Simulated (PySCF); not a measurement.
A structure optimised at PBE-D3(BJ)/def2-SVP, used in a PySCF frequency run:

```xyz
7

Al    -0.0787    -0.1860     0.3716
Cl     1.9175    -0.6796    -0.1005
F     -0.6706    -0.8069     1.8135
Si    -1.4528     1.1969    -1.0865
H     -2.8072     1.4566    -0.4864
H     -1.6292     0.5067    -2.4139
H     -0.7627     2.5127    -1.3335
```
Charge 0, spin multiplicity 1.

### Question
Write its SMILES and formula.

### Answer
[F][Al]([SiH3])[Cl], AlClFH3Si

### Question
What are its rotational constants (standard atomic weights)?

### Answer
4.0933, 1.8429, 1.2902 GHz
